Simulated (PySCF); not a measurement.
From one molecule to another.

First species: C₄H₉ClOSi₂.
SMILES: `C=C1C[Si@](C)(Cl)O[SiH2]1`

Second species: C5H9NSi.
InChI=1S/C5H9NSi/c6-3-1-5-2-4-7-5/h5H,1-2,4,7H2/t5-/m1/s1

Levels: wB97X-D/def2-SVPD for HOMO energy, LUMO energy, HOMO–LUMO gap and static isotropic polarisability; TDDFT wB97X-D/def2-SVPD for lowest singlet excitation; TDA wB97X-D/def2-SVPD for lowest triplet excitation (Tamm–Dancoff). Geometries: GFN2-xTB. Each structure is a single optimised conformer of the isolated species, non-relativistic unless stated; the electronic structure was computed with PySCF and density fitting.

The conformers computed, where there is a choice (atom-mapped SMILES and torsion angles):
- `[N:1]#[C:2][CH2:3][C@@H:4]1[CH2:5][CH2:6][SiH2:7]1`: C2–C3–C4–C5 180°

The conformers of `C=C1C[Si@](C)(Cl)O[SiH2]1` aren't listed.

Values for the first species:

| Item | Value |
| --- | --- |
| HOMO energy | -9.52 eV |
| LUMO energy | 1.14 eV |
| HOMO–LUMO gap | 10.66 eV |
| Lowest singlet excitation | 6.46 eV |
| Lowest triplet excitation (Tamm–Dancoff) | 4.12 eV |
| Static isotropic polarisability | 107.4 au |

**Question.** Estimate the same properties for the second species, and the change in each.

**Answer.** 
```
                                property     first     second  second less first
                             HOMO energy  -9.52 eV  -10.01 eV           -0.49 eV
                             LUMO energy   1.14 eV    1.57 eV           +0.43 eV
                           HOMO–LUMO gap  10.66 eV   11.58 eV           +0.92 eV
               lowest singlet excitation   6.46 eV    7.17 eV           +0.71 eV
lowest triplet excitation (Tamm–Dancoff)   4.12 eV    6.44 eV           +2.32 eV
         static isotropic polarisability  107.4 au    85.0 au           -22.4 au
```

On the first: The principal polarisabilities are 96.1, 100.9 and 125.1 au; their mean is the isotropic value. The vertical singlet–triplet gap S1 − T1 is 2.34 eV (TDDFT singlet less Tamm–Dancoff triplet; S1: HOMO−2→LUMO, weight 0.91; T1: HOMO→LUMO, weight 0.90).

On the second: The polarisability is 12.59 Å³ as a volume (1 au = 0.148185 Å³), or 1.42 au for each of the 60 electrons. No computed singlet falls in the visible range (750 to 380 nm, 1.65 to 3.26 eV); S1 lies 3.91 eV above its blue end.
